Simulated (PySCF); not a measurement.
All of these have the formula C5H6ClFO. Level of theory: PySCF 2.14.0, density-fitted response routines, TDDFT CAM-B3LYP/def2-SVPD, vertical, gas phase, core orbitals frozen in the response. Geometries: GFN2-xTB; one conformer of each isolated species. Triplets are in the Tamm–Dancoff approximation. 'Strongest' means the level of largest summed f among the lowest 8 singlets; it needn't be the same kind of state in each.

Question: Rank by computed energy of the strongest computed level, lowest first.
A. `C=C[C@H](F)CC(=O)Cl`
B. `CC(C)=C(Cl)C(=O)F`
C. `F[C@H](Cl)COC1=CC1`
D. `C[C@@]1(C(=O)Cl)C[C@H]1F`
E. `F/C(C)=C(/C(=O)Cl)C`
F. `C1[C@@H](C=C(Cl)CO1)F`

Answer: B (5.28 eV), E (5.48 eV), C (6.49 eV), F (6.62 eV), D (6.84 eV), A (7.56 eV).

```json
{"SMILES": "CC(C)=C(Cl)C(=O)F", "strongest (eV)": "5.28", "first f ≥ 0.01 (nm)": "237", "f (strongest)": "0.19", "f (S1)": "0.061", "HOMO (eV)": "-8.95", "α (au)": "78.7", "S1 mainly": "H-1→L (59%)"}
{"SMILES": "C/C(F)=C(/C)C(=O)Cl", "strongest (eV)": "5.48", "first f ≥ 0.01 (nm)": "226", "f (strongest)": "0.31", "f (S1)": "0.000", "HOMO (eV)": "-9.18", "α (au)": "79.8", "S1 mainly": "H-1→L (91%)"}
{"SMILES": "F[C@H](Cl)COC1=CC1", "strongest (eV)": "6.49", "first f ≥ 0.01 (nm)": "194", "f (strongest)": "0.13", "f (S1)": "0.019", "HOMO (eV)": "-7.99", "α (au)": "75.4", "S1 mainly": "H→L+1 (35%)"}
{"SMILES": "F[C@@H]1C=C(Cl)COC1", "strongest (eV)": "6.62", "first f ≥ 0.01 (nm)": "194", "f (strongest)": "0.27", "f (S1)": "0.031", "HOMO (eV)": "-9.07", "α (au)": "75.7", "S1 mainly": "H-1→L (79%)"}
{"SMILES": "C[C@@]1(C(=O)Cl)C[C@H]1F", "strongest (eV)": "6.84", "first f ≥ 0.01 (nm)": "190", "f (strongest)": "0.15", "f (S1)": "0.000", "HOMO (eV)": "-9.99", "α (au)": "74.3", "S1 mainly": "H→L (69%)"}
{"SMILES": "C=C[C@H](F)CC(=O)Cl", "strongest (eV)": "7.56", "first f ≥ 0.01 (nm)": "175", "f (strongest)": "0.35", "f (S1)": "0.000", "HOMO (eV)": "-9.45", "α (au)": "77.7", "S1 mainly": "H-1→L (94%)"}
```

H and L stand for HOMO and LUMO.

- `CC(C)=C(Cl)C(=O)F`: Löwdin shares by element: HOMO carbon 46% or more, chlorine 31%, oxygen 6% (atoms not listed hold the other 17%); LUMO carbon 60% or more, oxygen 16% (atoms not listed hold the other 24%).
- `C/C(F)=C(/C)C(=O)Cl`: Löwdin shares by element: HOMO carbon 54% or more, fluorine 9%, oxygen 9% (atoms not listed hold the other 27%); LUMO carbon 58% or more, oxygen 20% (atoms not listed hold the other 22%).
- `F[C@H](Cl)COC1=CC1`: Löwdin shares by element: HOMO carbon 69% or more, oxygen 14% (atoms not listed hold the other 17%); LUMO chlorine 59%, carbon 19% or more, hydrogen 4% or more (atoms not listed hold the other 18%).
- `F[C@@H]1C=C(Cl)COC1`: Löwdin shares by element: HOMO carbon 58% or more, chlorine 24% (atoms not listed hold the other 17%); LUMO carbon 63% or more, chlorine 11% (atoms not listed hold the other 26%).
- `C[C@@]1(C(=O)Cl)C[C@H]1F`: Löwdin shares by element: HOMO oxygen 35%, carbon 22% or more, chlorine 17% (atoms not listed hold the other 26%); LUMO carbon 45% or more, oxygen 28%, chlorine 13%.
- `C=C[C@H](F)CC(=O)Cl`: S1 has the pattern of n→π* at C=O.
